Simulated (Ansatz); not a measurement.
Cost and result up the ladder for the cluster Tl4H5 (9 atoms). Total charge 0; doublet. Geometry: PBE-D4/def2-SVP.

```tsv
atom	x (Å)	y (Å)	z (Å)
Tl1	-0.356	2.249	-1.676
Tl2	1.841	0.043	2.157
Tl3	0.774	-1.510	-1.313
Tl4	-1.906	-0.249	0.953
H5	0.634	0.407	-2.090
H6	-0.289	0.138	2.192
H7	1.987	-0.928	0.264
H8	-1.641	1.480	-0.160
H9	-1.044	-1.629	-0.328
```

Ansatz on 4 threads of Arm Neoverse V1 on a shared host. Times are rough, and most runs start from the orbitals of an earlier one. PBE0-D4/def2-TZVP serves as the yardstick here, not as an exact answer. Differences are given only for rows in sets of like size (and for xTB, whose basis is part of the method), since another set adds its own error. Binding counts from free atoms at the same level (Tl doublet, H doublet; other spins of the atoms weren't run), without zero-point energy or a counterpoise term.

In the def2 sets Tl takes a core potential; there is no spin–orbit coupling. HSE06 is defined as in plane-wave codes, on full-range PBE exchange. Correlated methods freeze 16 core orbitals; core or outer-core shells of Tl are correlated, in sets that lack core-valence functions. The rows differ in basis, and correlated rows in double-zeta sets carry the largest basis error. Another isomer (doublet) lies 0.23 eV lower at PBE0-D4/def2-TZVP; other spin states weren't run for this one.

Correlated methods converge slowly with the basis, most of all in double-zeta sets.

```tsv
level	functions	wall time	binding energy per atom (eV)	difference from PBE0-D4/def2-TZVP (eV)	remarks
PBE-D4/def2-SVP	129	4 s	1.66	–	–
PBE0-D4/def2-SVP	129	5.5 s	1.60	–	–
PBE-D4/def2-TZVP (with forces)	230	8.5 s	1.67	0.06	–
MP2/def2-TZVP	230	15 s	1.43	-0.18	spin-contaminated (⟨S²⟩ 0.85)
PBE0-D4/def2-TZVP	230	17 s	1.61	0.00	–
HSE06-D4/def2-TZVP	230	18 s	1.62	0.00	–
r2SCAN-D4/def2-TZVP	230	20 s	1.66	0.04	–
BHLYP-D4/def2-TZVP	230	21 s	1.61	-0.01	–
CCSD(T)/def2-SVP	129	2.6 min	1.46	–	spin-contaminated (⟨S²⟩ 0.85)
```
